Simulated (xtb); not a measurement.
C2H6N (SMILES C[N]C), doublet, geometry from GFN2-xTB; GFN1-xTB (xtb 6.7.1).

Input for xtb:
```
$ xtb mol.xyz --gfn 1 --uhf 1 --ohess --json

# file mol.xyz
9

C      1.21038693    -0.06406637    -0.15447247
N     -0.03444764     0.29146863    -0.69345432
C     -1.17764586     0.09419832     0.09441112
H      1.69188543    -0.78651789    -0.82594247
H      1.17367087    -0.48123491     0.86338227
H      1.86282087     0.81854994    -0.16149219
H     -0.98869500    -0.34877932     1.08415297
H     -1.88247399    -0.53875757    -0.45942133
H     -1.68933161     1.05710944     0.22084392
```

### Question
Predict the main parts of the log of this xtb run.

### Answer

```
   ID    Z sym.   atoms
    1    6 C      1, 3
    2    7 N      2
    3    1 H      4-9

           -------------------------------------------------
          |                Calculation Setup                |
           -------------------------------------------------

           -------------------------------------------------
          |                 G F N 1 - x T B                 |
           -------------------------------------------------

          ...................................................
          :                      SETUP                      :
          :.................................................:
          :  # basis functions                  24          :
          :  # atomic orbitals                  24          :
          :  # shells                           18          :
          :  # electrons                        19          :
          :  # halogen bonds                     0          :
          :  max. iterations                   250          :
          :  Hamiltonian                  GFN1-xTB          :
          :  restarted?                      false          :
          :  GBSA solvation                  false          :
          :  PC potential                    false          :
          :  electronic temp.          300.0000000     K    :
          :  accuracy                    1.0000000          :
          :  -> integral cutoff          0.2500000E+02      :
          :  -> integral neglect         0.1000000E-07      :
          :  -> SCF convergence          0.1000000E-05 Eh   :
          :  -> wf. convergence          0.2000000E-04 e    :
          :  Broyden damping             0.4000000          :
          :  net charge                          0          :
          :  unpaired electrons                  1          :
          ...................................................

 iter      E             dE          RMSdq      gap      omega  full diag
   1    -10.6809984 -0.106810E+02  0.697E+00    5.26       0.0  T
   2    -10.6946427 -0.136443E-01  0.427E+00    5.88       1.0  T
   3    -10.6948506 -0.207925E-03  0.540E-01    6.14       1.0  T
   4    -10.6956335 -0.782909E-03  0.559E-02    6.01       1.0  T
   5    -10.6956444 -0.109109E-04  0.418E-03    6.02       8.0  T
   6    -10.6956445 -0.610360E-07  0.144E-03    6.02      23.1  T
   7    -10.6956445 -0.717892E-08  0.187E-05    6.02    1783.8  T
   8    -10.6956445 -0.458300E-12  0.112E-05    6.02    2984.0  T

[...]
         :: total energy             -10.574562041104 Eh    ::
 * total energy  :   -10.5745620 Eh     change       -0.1421085E-13 Eh
 * total energy  :   -10.5751561 Eh     change       -0.5940923E-03 Eh
 * total energy  :   -10.5753330 Eh     change       -0.1768647E-03 Eh
 * total energy  :   -10.5753371 Eh     change       -0.4096190E-05 Eh
   *** GEOMETRY OPTIMIZATION CONVERGED AFTER 4 ITERATIONS ***
         :: total energy             -10.575337094383 Eh    ::
[...]
          :  imag. cutoff                  -20.0000000 cm⁻¹ :
          :.................................................:

    mode    ω/cm⁻¹     T·S(HO)/kcal·mol⁻¹    T·S(FR)/kcal·mol⁻¹   T·S(vib)
   ------------------------------------------------------------------------
   ------------------------------------------------------------------------

   temp. (K)  partition function   enthalpy   heat capacity  entropy
                                   cal/mol     cal/K/mol   cal/K/mol   J/K/mol
 298.15  VIB   1.17                  296.252      3.845      1.302
         ROT  0.737E+04              888.752      2.981     20.677
         INT  0.860E+04             1185.004      6.826     21.979
         TR   0.283E+27             1481.254      4.968     37.259
         TOT                        2666.2583    11.7943    59.2376   247.8501

       T/K    H(0)-H(T)+PV         H(T)/Eh          T*S/Eh         G(T)/Eh
   ------------------------------------------------------------------------
    298.15    0.424895E-02    0.801463E-01    0.281457E-01    0.520006E-01
   ------------------------------------------------------------------------

         :::::::::::::::::::::::::::::::::::::::::::::::::::::
         ::                  THERMODYNAMIC                  ::
         :::::::::::::::::::::::::::::::::::::::::::::::::::::
         :: total free energy         -10.523336464914 Eh   ::
         ::.................................................::
         :: total energy              -10.575337094383 Eh   ::
         :: zero point energy           0.075897371144 Eh   ::
         :: G(RRHO) w/o ZPVE           -0.023896741674 Eh   ::
         :: G(RRHO) contrib.            0.052000629469 Eh   ::
         :::::::::::::::::::::::::::::::::::::::::::::::::::::
imag cut-off (cm-1) :    5.00
 found            2  significant imaginary frequencies
 writing imag mode distorted coords to xtbhess.xyz
 for further optimization.

optimized geometry written to: xtbopt.xyz

           -------------------------------------------------
          | TOTAL ENERGY              -10.575337094383 Eh   |
          | TOTAL ENTHALPY            -10.495190770258 Eh   |
          | TOTAL FREE ENERGY         -10.523336464914 Eh   |
          | GRADIENT NORM               0.000462168359 Eh/α |
          | HOMO-LUMO GAP               6.110823311286 eV   |
           -------------------------------------------------

normal termination of xtb
```
